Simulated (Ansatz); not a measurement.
One change: `C[Se]C(F)(F)F` becomes `O=COC(F)(F)F`.

Ansatz, PBE0-D4/def2-TZVP geometries, multiplicity 1. Each molecule was computed in one conformer, which needn't be the lowest.

Scalar relativity is left out up to krypton. Spin–orbit coupling is left out; it splits and shifts lone-pair levels of the heavy atoms by tenths of an eV.

| property | `C[Se]C(F)(F)F` |
| --- | --- |
| LUMO energy (PBE/def2-TZVPP) / eV | -1.33 |
| HOMO energy (ωB97M-V/def2-TZVPP) / eV | -9.30 |
| HOMO–LUMO gap (B3LYP/def2-TZVPP) / eV | 6.13 |
| size of the dipole moment (ωB97M-V/def2-TZVPP) / D | 2.24 |
| HOMO energy (PBE0/def2-TZVPP) / eV | -7.07 |
| zero-point energy (PBE0-D4/def2-TZVP) / kJ/mol | 136.3 |

(1) What does the change do to each property? (Estimate.)

Results:

(1) The calculation gave: 
| property | `O=COC(F)(F)F` | shift |
| --- | --- | --- |
| LUMO energy (PBE/def2-TZVPP) / eV | -2.15 | -0.82 |
| HOMO energy (ωB97M-V/def2-TZVPP) / eV | -11.74 | -2.44 |
| HOMO–LUMO gap (B3LYP/def2-TZVPP) / eV | 7.73 | 1.60 |
| size of the dipole moment (ωB97M-V/def2-TZVPP) / D | 2.06 | -0.18 |
| HOMO energy (PBE0/def2-TZVPP) / eV | -9.29 | -2.22 |
| zero-point energy (PBE0-D4/def2-TZVP) / kJ/mol | 102.6 | -33.7 |

With PBE0 the HOMO falls by 2.22 eV and the LUMO falls by 0.57 eV, so the gap widens by about 1.65 eV. PBE moves the HOMO by -1.72 eV and ωB97M-V by -2.44 eV. The zero-point energy changes by -33.7 kJ/mol with -3 modes. Dipoles are sizes alone; their direction can turn.

B3LYP here is the variant with VWN-RPA as its local correlation; programs differ in this.
